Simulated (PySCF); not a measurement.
C7H15B.
Structure used (PBE0-D3(BJ)/def2-SVP), in Å, numbered top down from 1:
```
atom  x, y, z in Å
C1    -0.1083   -2.2031   -0.9871
C2    -0.1964   -1.0009   -0.0481
B3    -1.6550   -0.4973    0.2325
C4    -1.9287    0.9831    0.6512
C5    -0.8183    1.9634    0.2770
C6     0.5653    1.3632    0.4917
C7     0.8260    0.1123   -0.3510
C8     2.2691   -0.3519   -0.1854
H9     0.8835   -2.6808   -0.9765
H10   -0.3123   -1.9016   -2.0279
H11   -0.8496   -2.9706   -0.7189
H12    0.0315   -1.3710    0.9847
H13   -2.5617   -1.3084    0.2461
H14   -2.0148    0.9099    1.7584
H15   -2.9271    1.3279    0.3335
H16   -0.9129    2.9063    0.8408
H17   -0.9205    2.2396   -0.7877
H18    0.6970    1.1076    1.5611
H19    1.3386    2.1164    0.2657
H20    0.6845    0.4002   -1.4118
H21    2.4589   -0.6650    0.8554
H22    2.9773    0.4580   -0.4219
H23    2.5119   -1.2025   -0.8388
```

The closed-shell ground state was solved at several levels (PySCF, density fitting, gas phase, non-relativistic).

```json
{"level": "wB97X-D/pcSseg-1", "basis functions": "211", "HOMO (eV)": "-9.62", "LUMO (eV)": "1.19", "gap (eV)": "10.81", "dipole (D)": "0.42"}
{"level": "PBE0/pcSseg-1", "basis functions": "211", "HOMO (eV)": "-7.74", "LUMO (eV)": "-0.70", "gap (eV)": "7.04", "dipole (D)": "0.45"}
```

Q: What might wB97X-D/def2-SVPD (280 basis functions) give for the same quantities?

A: HOMO -9.59 eV, LUMO 1.15 eV, gap 10.74 eV, dipole 0.47 D.

Q: Over all these levels, which gives the widest orbital gap and which the narrowest?

A: wB97X-D/pcSseg-1 (range-separated hybrid) has the widest, 10.81 eV, and PBE0/pcSseg-1 (global hybrid, 25 % exact exchange) the narrowest, 7.04 eV. The two share the basis. From the narrowest to the widest the HOMO moves by -1.88 eV and the LUMO by +1.89 eV.

Q: How far do the dipole and the HOMO energy spread over the levels?

A: The dipole runs from 0.42 to 0.47 D (mean 0.45 D) and the HOMO from -9.62 to -7.74 eV.

One conformer stands for the species.
